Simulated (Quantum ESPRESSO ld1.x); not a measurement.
Species: Os14+. Configuration: [Kr] 4d10 4f14 5s2. Calculated with ld1.x of Quantum ESPRESSO 7.5: scalar-relativistic Kohn-Sham, relativistic LDA (MacDonald-Vosko exchange, VWN5 correlation), spin-unpolarised, spherical densities, point nucleus. Some entries of the table are withheld. Estimate them.

| orbital | occ. | eigenvalue (eV) | <1/r> (bohr^-1) |
|---|---|---|---|
| 1s | 2 | -73652.9 | 90.08 |
| 2s | 2 | -13069.4 | 21.10 |
| 2p | 6 | -11434.6 | 19.00 |
| 3s | 2 | -3248.98 | 7.825 |
| 3p | 6 | (1) | 7.198 |
| 3d | 10 | -2228.53 | 6.799 |
| 4s | 2 | -895.135 | 3.345 |
| 4p | 6 | (2) | 3.037 |
| 4d | 10 | -538.934 | 2.722 |
| 5s | 2 | -337.883 | 1.475 |
| 4f | 14 | -316.784 | 2.315 |
| 5p | 0 | -289.095 | 1.330 |
| 6s | 0 | -179.255 | 0.8298 |

Answer. 
(1) 3p eigenvalue (eV): -2767.79
(2) 4p eigenvalue (eV): -736.573
